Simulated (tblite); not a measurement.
Compound: C4H10PSi (doublet state).
Z-matrix (Å and degrees, GFN2-xTB geometry), rows numbered from 1:
```
P 
Si  1  2.2452
C   2  1.9428  1  112.04
C   3  1.4610  2  100.72  1  -132.82
C   4  1.4812  3  113.78  2    42.67
C   5  1.5502  4  107.61  3   -50.53
H   1  1.3839  2   95.05  3   -80.47
H   1  1.3833  2   94.26  3  -173.35
H   2  1.4737  1  116.33  3   129.10
H   3  1.0938  2  106.70  1   -15.97
H   3  1.0858  2  115.72  1   104.70
H   4  1.0757  3  120.52  2  -111.30
H   5  1.0956  4  109.66  3    66.36
H   5  1.0903  4  112.32  3  -173.45
H   6  1.0899  2  114.65  1   -12.11
H   6  1.0896  2  110.38  1  -133.18
```

Level: GFN2-xTB in tblite, geometry and Hessian alike; calculated harmonic values, unscaled, isolated species. This tight-binding method is rough: wavenumbers can miss measured ones by several per cent, in bad cases by 10 to 20. Modes of hydrogen on phosphorus and silicon can be 10 to 20 % off. One conformer, not necessarily the lowest. Open shells enter through the occupations alone, without spin polarisation, and single modes of such species can be off by tens of per cent.

Harmonic wavenumbers (cm⁻¹): 56.4, 89.1, 110.5, 168.5, 211.6, 347.1, 452.6, 477.0, 531.5, 559.7, 592.4, 644.6, 677.5, 690.4, 714.5, 761.3, 801.4, 925.4, 954.0, 983.8, 1047.3, 1116.7, 1134.5, 1146.1, 1169.3, 1196.3, 1252.5, 1283.1, 1313.4, 1451.9, 1471.1, 1486.5, 2155.1, 2300.1, 2383.1, 2907.0, 2913.5, 2980.0, 2987.5, 2996.6, 3030.3, 3109.3.

A = 4367, B = 1434, C = 1271 MHz; mass 117.029 u (most abundant isotopes); point group C1, symmetry number 1; spin multiplicity 2.

Task: Zero-point energy?

Result: ½Σν̃ = 26790 cm⁻¹ = 76.60 kcal/mol.

Task: Entropy at 298.15 K, 1 bar (ideal gas, RRHO, classical rotation)?

Result: Translation 40.21, rotation 28.09, vibration 22.82, spin (R ln 2) 1.38: S = 92.5 cal/(mol K).

Task: And Cp and H(298.15 K) − H(0)?

Result: Cp = 33.49 cal/(mol K), of which vibrations give 25.54 (their classical limit is 42 R = 83.5); H(298.15 K) − H(0) = 6.03 kcal/mol without the zero-point energy, 3.66 from vibrations.

Task: Which modes carry the vibrational entropy at 298.15 K?

Result: 56.4 cm⁻¹: 4.58; 89.1 cm⁻¹: 3.68; 110.5 cm⁻¹: 3.26; 168.5 cm⁻¹: 2.45; 211.6 cm⁻¹: 2.03; 347.1 cm⁻¹: 1.18 cal/(mol K); the other 36 give 5.64 together.

Task: What must be added to the electronic energy to get the Gibbs energy at 298.15 K and 1 bar?

Result: ZPE + [H(298.15 K) − H(0)] − T·S = 76.60 + 6.03 − 27.58 = 55.05 kcal/mol.

Task: How do the functions run with temperature in this model?

Result: 
```json
{"T (K)": "100", "S (cal/(mol K))": "67.5", "Cp (cal/(mol K))": "16.1", "H − H(0) (kcal/mol)": "1.19", "G − H(0) (kcal/mol)": "-5.56", "ln q(vib)": "1.29"}
{"T (K)": "200", "S (cal/(mol K))": "81.1", "Cp (cal/(mol K))": "24.3", "H − H(0) (kcal/mol)": "3.19", "G − H(0) (kcal/mol)": "-13.02", "ln q(vib)": "3.30"}
{"T (K)": "300", "S (cal/(mol K))": "92.7", "Cp (cal/(mol K))": "33.7", "H − H(0) (kcal/mol)": "6.09", "G − H(0) (kcal/mol)": "-21.72", "ln q(vib)": "5.35"}
{"T (K)": "500", "S (cal/(mol K))": "113.8", "Cp (cal/(mol K))": "49.1", "H − H(0) (kcal/mol)": "14.47", "G − H(0) (kcal/mol)": "-42.42", "ln q(vib)": "9.56"}
{"T (K)": "800", "S (cal/(mol K))": "140.3", "Cp (cal/(mol K))": "63.5", "H − H(0) (kcal/mol)": "31.57", "G − H(0) (kcal/mol)": "-80.67", "ln q(vib)": "15.73"}
{"T (K)": "1000", "S (cal/(mol K))": "155.2", "Cp (cal/(mol K))": "69.8", "H − H(0) (kcal/mol)": "44.93", "G − H(0) (kcal/mol)": "-110.25", "ln q(vib)": "19.57"}
```

q(vib) and H(0) count from the zero-point level.

Hindered rotation and anharmonicity are outside this model. Other conformers, if any are populated, would add a mixing term that is left out. The structure is chiral; the term R ln 2 for an equal mix with its mirror image is left out.

Hardware: one thread of an Arm Neoverse V2, no GPU, on a shared host. Cost: 0.48 s wall. The figure is for the frequency step alone.
